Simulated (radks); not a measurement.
Valence configurations of the terbium ion Tb3+ (all share [Xe]). Method: Dirac Kohn-Sham, LDA (Slater exchange, Perdew-Wang correlation), spin-unpolarised, spherical densities, finite nucleus; open shells are shared between the two j in proportion to 2j + 1; Fermi nuclear charge, rms radius 5.06 fm; computed with a radial shooting solver on a logarithmic mesh with Libxc functionals. Order these by energy: 4f5.5 5d0.5 6p2; 4f7 6p1; 4f8; 4f6 6p2; 4f7 6s1; 4f5.5 6s0.5 6p2; 4f6 6s2; 4f5 5d1 6p2; 4f4.5 5d1 6s0.5 6p2; 4f7 5d1.

Answer. From the lowest, in eV above it: 4f8 0.000; 4f7 5d1 12.123; 4f7 6s1 15.320; 4f7 6p1 21.227; 4f6 6s2 39.234; 4f6 6p2 52.127; 4f5.5 5d0.5 6p2 64.742; 4f5.5 6s0.5 6p2 68.249; 4f5 5d1 6p2 79.045; 4f4.5 5d1 6s0.5 6p2 99.250. NIST lists [Xe] 4f8 as the ground configuration; this level of theory agrees among the configurations tried. The energies are those of spherical spin-averaged densities, not of single terms.
